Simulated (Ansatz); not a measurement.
The cluster Mo₃N₃. The state is a doublet with charge 0. Geometry PBE0-D4/def2-SVP; atoms count from 1.

Cartesian coordinates in Å:
```
Mo -1.437 -0.233 0.196
Mo 0.414 1.248 -1.149
Mo 1.020 -1.300 0.373
N -1.157 1.546 -0.281
N 1.737 0.258 -0.385
N -0.577 -1.519 1.247
```

In the def2 sets Mo takes a core potential; there is no spin–orbit coupling. The charge 0 doublet is spin-contaminated (final ⟨S²⟩ up to 3.64, 0.75 for a pure state). The geometry of the doublet was relaxed on an unsound state (⟨S²⟩ 3.63, where a pure state has 0.75). Another isomer (doublet) lies 0.48 eV lower at PBE-D4/def2-TZVP.

(1) Estimate the Mulliken populations from the PBE0/def2-TZVP orbitals of Ansatz.

(2) Where does the spin sit?

(3) And the Mayer bond orders between bonded heavy atoms (over 0.3)?

## Answers

(1) 
| atom | charge (e) | spin (α − β) | d electrons |
| --- | --- | --- | --- |
| Mo1 | 0.78 | -2.49 | 4.37 |
| Mo2 | 0.79 | 0.68 | 4.37 |
| Mo3 | 0.84 | 2.76 | 4.34 |
| N4 | -0.76 | 0.16 | – |
| N5 | -0.84 | -0.09 | – |
| N6 | -0.81 | -0.02 | – |
Mulliken values and Mayer orders depend strongly on the basis.

(2) Summed by element: Mo 0.95, N 0.05, of 1 unpaired in all. Largest on single atoms: Mo3 2.76, Mo1 -2.49, Mo2 0.68.

(3) Mo1–Mo2 0.79 (2.73 Å); Mo1–Mo3 0.70 (2.68 Å); Mo1–N4 1.29 (1.86 Å); Mo1–N6 1.28 (1.87 Å); Mo2–Mo3 0.35 (3.03 Å); Mo2–N4 1.49 (1.82 Å); Mo2–N5 1.53 (1.82 Å); Mo3–N5 1.26 (1.87 Å); Mo3–N6 1.46 (1.83 Å).
